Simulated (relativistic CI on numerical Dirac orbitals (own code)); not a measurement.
Calculated at this level of theory: Dirac-Coulomb-Breit CI, separate exchange-only KLI orbitals for each configuration, a model potential for QED, unscaled Slater integrals (own radial code, finite nucleus).

Configurations in the expansion (outside the closed core 1s2): 2s², 2s2p, 2p², 2p3s, 2p3p, 2s3s, 2s3p, 2s3d, 2s4s, 2s4p, 2s4d, 2s4f, 2s5s, 2s5p, 2s5d, 2s5f, 2s5g, 3s², 3s3p, 3p². Levels of other configurations are missing.

At this charge configurations can still be misplaced by up to about 7 % of their energy.

Outline of the computed level scheme of Mg IX. Lowest level of each configuration: 2s² ¹S0 at 0.000 eV; 2s2p ³P°0 at 17.565 eV; 2p² ³P0 at 45.706 eV; 2s3s ³S1 at 189.813 eV; 2s3p ¹P°1 at 197.889 eV; 2s3d ³D1 at 202.243 eV; 2p3s ³P°0 at 212.216 eV; 2p3p ¹P1 at 216.771 eV; 2s4s ³S1 at 253.101 eV.

Some strong electric-dipole decays among the lowest 36 levels: 2s3d ³D3 → 2s2p ³P°2 (6.4e+11 s⁻¹); 2s3d ³D2 → 2s2p ³P°1 (4.8e+11 s⁻¹); 2s3d ¹D2 → 2s2p ¹P°1 (4.3e+11 s⁻¹); 2s3d ³D1 → 2s2p ³P°0 (3.6e+11 s⁻¹); 2s3p ¹P°1 → 2s² ¹S0 (3.0e+11 s⁻¹); 2p3p ¹D2 → 2s2p ¹P°1 (2.7e+11 s⁻¹); 2s3d ³D1 → 2s2p ³P°1 (2.7e+11 s⁻¹); 2p3p ¹S0 → 2s2p ¹P°1 (1.9e+11 s⁻¹).
